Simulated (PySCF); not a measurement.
Geometry (Å), atoms numbered from 1 in this order:
```xyz
18

C    -0.059    0.278    1.504
C    -0.263    0.024    0.007
C    -1.687   -0.479   -0.233
C    -0.037    1.313   -0.791
C     0.715   -1.058   -0.471
N     2.026   -0.755   -0.320
O     0.366   -2.113   -0.951
H     0.921    0.701    1.715
H    -0.811    0.978    1.862
H    -0.160   -0.649    2.063
H    -2.412    0.262    0.093
H    -1.855   -1.403    0.312
H    -1.840   -0.684   -1.290
H     0.945    1.742   -0.600
H    -0.126    1.119   -1.858
H    -0.787    2.051   -0.514
H     2.710   -1.431   -0.616
H     2.344    0.110    0.076
```

Computed data (PySCF 2.14.0 with density-fitted response routines): GFN2-xTB structure, PBE0/pcSseg-1 with gauge-including orbitals. Single conformer, rapidly exchanging positions averaged, no relativistic terms, in vacuum.

δ = σ(ref) − σ, references computed at the same level: TMS for 13C and 1H; NH3 for 15N; 17O against H2O.

```json
{"atoms": "N6", "nucleus": "15N", "count": "1", "δ (ppm)": "109.4"}
{"atoms": "C5", "nucleus": "13C", "count": "1", "δ (ppm)": "179.2"}
{"atoms": "H8/H9/H10/H11/H12/H13/H14/H15/H16", "nucleus": "1H", "count": "9", "δ (ppm)": "1.14"}
{"atoms": "H17", "nucleus": "1H", "count": "1", "δ (ppm)": "4.55"}
{"atoms": "H18", "nucleus": "1H", "count": "1", "δ (ppm)": "?"}
{"atoms": "O7", "nucleus": "17O", "count": "1", "δ (ppm)": "419.7"}
{"atoms": "C2", "nucleus": "13C", "count": "1", "δ (ppm)": "?"}
{"atoms": "C1/C3/C4", "nucleus": "13C", "count": "3", "δ (ppm)": "30.0"}
```

Complete the table.

Results:


- C2: 39.5 ppm, quaternary sp3 carbon α to a carbonyl; α to the electron-withdrawing carbonyl group
- H18: 4.90 ppm, hydrogen on an amide-type nitrogen; labile proton, position sensitive to the medium

OH and NH positions are those of a molecule without intermolecular hydrogen bonds; in solution they move with solvent, concentration and temperature, and exchange usually removes their couplings. The two substituents on the amide-type nitrogen aren't averaged: C–N rotation is slow on the NMR time scale. Shifts are as computed. Against solution values, carbons near 30 ppm lie about +3 ppm off and those near 130 ppm about +5 ppm. Of 1211 compounds with measured shifts, 218 miss one by over three times the rms of a fit or turn the order of signals round; such compounds aren't used in these exercises. Hydrogen bonding in solution shields acid and N–H amide carbonyl oxygens by tens of ppm. Hydrogen bonding in solution deshields acid and N–H amide carbonyl carbons by as much as 10 ppm beyond these values. Unscaled 17O shifts of doubly bonded oxygen tend to come out too high, by tens of ppm or more. Experimental scales use liquid or dissolved standards, which lie at an offset from isolated NH3 (liquid NH3: subtract about 20 ppm) and H2O (liquid H2O: subtract about 36 ppm).
